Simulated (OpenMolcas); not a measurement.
Ne3+: effect of the basis set

| Item | Value |
| --- | --- |
| Program | OpenMolcas 26.06 |
| Method | SS-CASPT2, IPEA 0.25 Eh, imaginary shift 0.1 Eh (closed shells correlated: 1s 2s) |
| Active space | 3 electrons in 3 orbitals (2p) |
| State averaging | 2S+1 = 4 odd, 1 root; 2S+1 = 2 odd, 8 roots |
| Spin-orbit coupling | state interaction with AMFI integrals over the reference wave functions, term energies averaged over their components |

A. ANO-R1 [3s2p1d], X2C, finite nucleus; CASPT2 step about 0.6 core-seconds
B. ANO-RCC-VTZP [4s3p2d1f], DKH2, point nucleus; CASPT2 step about 0.8 core-seconds
C. ANO-L-VTZP [4s3p2d1f], non-relativistic, point nucleus; CASPT2 step of the order of 0.6 core-seconds
D. ANO-R2 [4s4p2d1f], X2C, finite nucleus; CASPT2 step about 1.7 core-seconds
E. ANO-R3 [4s4p2d1f], X2C, finite nucleus; CASPT2 step of the order of 0.6 core-seconds
F. ANO-RCC-VQZP [5s4p3d2f1g], DKH2, point nucleus; CASPT2 step about 1.1 core-seconds

Energies in cm⁻¹ above 2s² 2p³ ⁴S°_3/2.

```
          Level      A      B      C      D      E      F
2s² 2p³ ⁴S°_3/2    0.0    0.0    0.0    0.0    0.0    0.0
2s² 2p³ ²D°_3/2  43680  42210  42740  42250  42250  41730
2s² 2p³ ²D°_5/2  43710  42240  42760  42270  42270  41750
2s² 2p³ ²P°_1/2  68690  66340  67150  66370  66370  65670
2s² 2p³ ²P°_3/2  68720  66370  67180  66400  66400  65710
```

Among A to F the level of the table that moves most is 2s² 2p³ ²P°_3/2, by 3000 cm-1 (lowest in F, highest in A). Moves below CASPT2's spread within the term are not significant.

CASPT2 breaks the degeneracy within a term, and the mean is taken; among the terms shown or strongly mixed into the levels shown the widest spread is 230 cm-1 (2s² 2p³ ²D°, C). With the s shell closed, the reference lacks s² → p² mixing. The basis is small and was not contracted for so high a charge (holds for A). Levels of configurations outside the active space are missing.

° marks odd parity.
